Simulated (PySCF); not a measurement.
Rows and methods have been separated. Pair them.

Species: SiCl4.
Cartesian coordinates in Å at the PBE0-D3(BJ)/def2-SVP level; atoms count from 1:
```
atom  x, y, z in Å
Cl1   -1.1749   -1.1835   -1.1667
Si2    0.0034    0.0011   -0.0069
Cl3   -0.7406    1.8943    0.0048
Cl4    0.0354   -0.7268    1.8924
Cl5    1.8939    0.0206   -0.7579
```

The closed-shell ground state was solved 6 times with PySCF (density fitting, gas phase), always with PBE0, in these basis sets: 6-31+G*, aug-cc-pVTZ, def2-SVP, pcSseg-0, pcSseg-1 and pcSseg-2.

```tsv
row	total energy (Eh)	HOMO (eV)	LUMO (eV)
P	-2129.8854	-9.67	-0.92
Q	-2129.8776	-9.61	-1.01
R	-2129.6754	-9.71	-1.22
S	-2127.2688	-10.21	-1.81
T	-2129.1050	-9.46	-0.42
U	-2129.6838	-9.76	-0.89
```

Question: Which basis belongs to which row?

Answer: P = pcSseg-2, Q = aug-cc-pVTZ, R = 6-31+G*, S = pcSseg-0, T = def2-SVP, U = pcSseg-1. From the lowest total energy up: pcSseg-2 (215 functions) 0 eV; aug-cc-pVTZ (250 functions) +0.21 eV; pcSseg-1 (120 functions) +5.49 eV; 6-31+G* (110 functions) +5.72 eV; def2-SVP (90 functions) +21.24 eV; pcSseg-0 (65 functions) +71.20 eV.
